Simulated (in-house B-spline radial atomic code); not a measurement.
Inner levels of bromine as electrons are removed. A shift is the extra binding of the orbital against the neutral atom ([Ar] 3d10 4s2 4p5). Computed with an all-electron radial atomic-structure program (B-spline basis): non-relativistic Hartree-Fock, average of the configuration, point nuclei.

This level leaves out relativity, spin-orbit splitting included, which matters for heavy ions.

```json
{"ion": "Br8+", "configuration": "[Ar] 3d9", "shift of 1s (eV)": "153.06", "radius of 1s (bohr)": "0.043672", "Σ<r²> (bohr²)": "6.4865", "change of density at nucleus (bohr⁻³)": "-25.987"}
{"ion": "Br9+", "configuration": "[Ar] 3d8", "shift of 1s (eV)": "195.59", "radius of 1s (bohr)": "0.043673", "Σ<r²> (bohr²)": "5.8483", "change of density at nucleus (bohr⁻³)": "-14.814"}
{"ion": "Br10+", "configuration": "[Ar] 3d7", "shift of 1s (eV)": "240.68", "radius of 1s (bohr)": "0.043674", "Σ<r²> (bohr²)": "5.2778", "change of density at nucleus (bohr⁻³)": "-2.4617"}
{"ion": "Br11+", "configuration": "[Ar] 3d6", "shift of 1s (eV)": "288.31", "radius of 1s (bohr)": "0.043676", "Σ<r²> (bohr²)": "4.7641", "change of density at nucleus (bohr⁻³)": "11.053"}
{"ion": "Br12+", "configuration": "[Ar] 3d5", "shift of 1s (eV)": "338.44", "radius of 1s (bohr)": "0.043677", "Σ<r²> (bohr²)": "4.2987", "change of density at nucleus (bohr⁻³)": "25.721"}
{"ion": "Br13+", "configuration": "[Ar] 3d4", "shift of 1s (eV)": "391.05", "radius of 1s (bohr)": "0.043679", "Σ<r²> (bohr²)": "3.8749", "change of density at nucleus (bohr⁻³)": "41.531"}
{"ion": "Br14+", "configuration": "[Ar] 3d3", "shift of 1s (eV)": "446.12", "radius of 1s (bohr)": "0.04368", "Σ<r²> (bohr²)": "3.4875", "change of density at nucleus (bohr⁻³)": "58.479"}
{"ion": "Br15+", "configuration": "[Ar] 3d2", "shift of 1s (eV)": "503.64", "radius of 1s (bohr)": "0.043682", "Σ<r²> (bohr²)": "3.132", "change of density at nucleus (bohr⁻³)": "76.564"}
{"ion": "Br16+", "configuration": "[Ar] 3d1", "shift of 1s (eV)": "563.58", "radius of 1s (bohr)": "0.043684", "Σ<r²> (bohr²)": "2.8046", "change of density at nucleus (bohr⁻³)": "95.781"}
{"ion": "Br17+", "configuration": "[Ne] 3s2 3p6", "shift of 1s (eV)": "625.93", "radius of 1s (bohr)": "0.043686", "Σ<r²> (bohr²)": "2.5024", "change of density at nucleus (bohr⁻³)": "116.13"}
{"ion": "Br18+", "configuration": "[Ne] 3s2 3p5", "shift of 1s (eV)": "692.3", "radius of 1s (bohr)": "0.04368", "Σ<r²> (bohr²)": "2.1811", "change of density at nucleus (bohr⁻³)": "140.42"}
{"ion": "Br19+", "configuration": "[Ne] 3s2 3p4", "shift of 1s (eV)": "760.5", "radius of 1s (bohr)": "0.043673", "Σ<r²> (bohr²)": "1.8752", "change of density at nucleus (bohr⁻³)": "165.62"}
{"ion": "Br20+", "configuration": "[Ne] 3s2 3p3", "shift of 1s (eV)": "830.51", "radius of 1s (bohr)": "0.043667", "Σ<r²> (bohr²)": "1.5839", "change of density at nucleus (bohr⁻³)": "191.74"}
{"ion": "Br21+", "configuration": "[Ne] 3s2 3p2", "shift of 1s (eV)": "?", "radius of 1s (bohr)": "?", "Σ<r²> (bohr²)": "?", "change of density at nucleus (bohr⁻³)": "?"}
{"ion": "Br22+", "configuration": "[Ne] 3s2 3p1", "shift of 1s (eV)": "?", "radius of 1s (bohr)": "?", "Σ<r²> (bohr²)": "?", "change of density at nucleus (bohr⁻³)": "?"}
{"ion": "Br23+", "configuration": "[Ne] 3s2", "shift of 1s (eV)": "1051.38", "radius of 1s (bohr)": "0.043644", "Σ<r²> (bohr²)": "0.78781", "change of density at nucleus (bohr⁻³)": "275.65"}
{"ion": "Br24+", "configuration": "[Ne] 3s1", "shift of 1s (eV)": "?", "radius of 1s (bohr)": "?", "Σ<r²> (bohr²)": "?", "change of density at nucleus (bohr⁻³)": "?"}
{"ion": "Br25+", "configuration": "[He] 2s2 2p6", "shift of 1s (eV)": "1197.37", "radius of 1s (bohr)": "0.043639", "Σ<r²> (bohr²)": "0.28315", "change of density at nucleus (bohr⁻³)": "-326.83"}
{"ion": "Br26+", "configuration": "[He] 2s2 2p5", "shift of 1s (eV)": "1383.68", "radius of 1s (bohr)": "0.043596", "Σ<r²> (bohr²)": "0.24466", "change of density at nucleus (bohr⁻³)": "-243.44"}
{"ion": "Br27+", "configuration": "[He] 2s2 2p4", "shift of 1s (eV)": "1574.21", "radius of 1s (bohr)": "0.043552", "Σ<r²> (bohr²)": "0.20819", "change of density at nucleus (bohr⁻³)": "-157.59"}
{"ion": "Br28+", "configuration": "[He] 2s2 2p3", "shift of 1s (eV)": "1768.93", "radius of 1s (bohr)": "0.043505", "Σ<r²> (bohr²)": "0.17361", "change of density at nucleus (bohr⁻³)": "-69.254"}
{"ion": "Br29+", "configuration": "[He] 2s2 2p2", "shift of 1s (eV)": "1967.83", "radius of 1s (bohr)": "0.043457", "Σ<r²> (bohr²)": "0.14079", "change of density at nucleus (bohr⁻³)": "21.569"}
{"ion": "Br30+", "configuration": "[He] 2s2 2p1", "shift of 1s (eV)": "2170.9", "radius of 1s (bohr)": "0.043406", "Σ<r²> (bohr²)": "0.10962", "change of density at nucleus (bohr⁻³)": "114.9"}
{"ion": "Br31+", "configuration": "[He] 2s2", "shift of 1s (eV)": "2378.1", "radius of 1s (bohr)": "0.043354", "Σ<r²> (bohr²)": "0.080005", "change of density at nucleus (bohr⁻³)": "210.74"}
{"ion": "Br32+", "configuration": "[He] 2s1", "shift of 1s (eV)": "2558.27", "radius of 1s (bohr)": "0.043348", "Σ<r²> (bohr²)": "0.041879", "change of density at nucleus (bohr⁻³)": "-1264.69"}
{"ion": "Br33+", "configuration": "1s2", "shift of 1s (eV)": "2741.04", "radius of 1s (bohr)": "0.043322", "Σ<r²> (bohr²)": "0.0050115", "change of density at nucleus (bohr⁻³)": "-2796.47"}
{"ion": "Br34+", "configuration": "1s1", "shift of 1s (eV)": "3331.75", "radius of 1s (bohr)": "0.042857", "Σ<r²> (bohr²)": "0.002449", "change of density at nucleus (bohr⁻³)": "-15927"}
```

Problem. Fill in the row of Br21+.

Solution. shift of 1s (eV): 902.33; radius of 1s (bohr): 0.043659; Σ<r²> (bohr²): 1.3061; change of density at nucleus (bohr⁻³): 218.78.

Problem. Fill in the row of Br22+.

Solution. shift of 1s (eV): 975.96; radius of 1s (bohr): 0.043652; Σ<r²> (bohr²): 1.0409; change of density at nucleus (bohr⁻³): 246.75.

Problem. Fill in the row of Br24+.

Solution. shift of 1s (eV): 1123.66; radius of 1s (bohr): 0.043642; Σ<r²> (bohr²): 0.53067; change of density at nucleus (bohr⁻³): -18.337.
